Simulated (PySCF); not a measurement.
Cr³⁺ (chromium, charge +3) across methods

[Ar] 3d3, high-spin 4F determinant. Computed with PySCF 2.14 in an uncontracted even-tempered set (21 s from 0.054 bohr⁻², ratio 2.5; 14 p from 0.071 bohr⁻², ratio 2.5; 11 d from 0.071 bohr⁻², ratio 2.5; 5 f from 0.49 bohr⁻², ratio 2.7; 5 g from 0.74 bohr⁻², ratio 2.7), with scalar relativity by spin-free X2C-1e.

```csv
method,E (hartree),mean ε 3p α (eV),mean ε 3p β (eV),mean ε 3d α (eV),Σ⟨r²⟩ (bohr²),⟨S²⟩
PBE,-1048.521,-84.885,-81.603,-40.715,13.23,3.750
r2SCAN,-1048.747,-86.336,-82.381,-41.317,13.12,3.751
UHF,-1047.80506,-100.20,-91.853,-50.296,13.07,3.753
LDA,-1046.409,-84.892,-81.704,-40.736,13.24,3.750
PBE0,-1048.566,-88.983,-84.561,-43.303,13.16,3.751
```
